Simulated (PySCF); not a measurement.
Metal series MCl3, each in one or more spin states. Isolated molecules, 0 K electronic values unless said otherwise. Multiplicities are imposed; where one is given, others were not computed.

All values below come from BP86-D3(BJ)/def2-TZVP // BP86-D3(BJ)/def2-SVP run with PySCF 2.14.0. All candidates: neutral, multiplicity 2. 

highest occupied spin orbital: -5.64 eV
dipole moment: 0.01 D

Q: Name which member has these values.
(A) [Zr(Cl)3]
(B) [Pt(Cl)3]
(C) [Pd(Cl)3]
(D) [Ti(Cl)3]

A: D, [Ti(Cl)3]. The others give [Pd(Cl)3]: -7.30 eV, 1.07 D; [Zr(Cl)3]: -5.16 eV, 0.01 D; [Pt(Cl)3]: -6.98 eV, 1.01 D
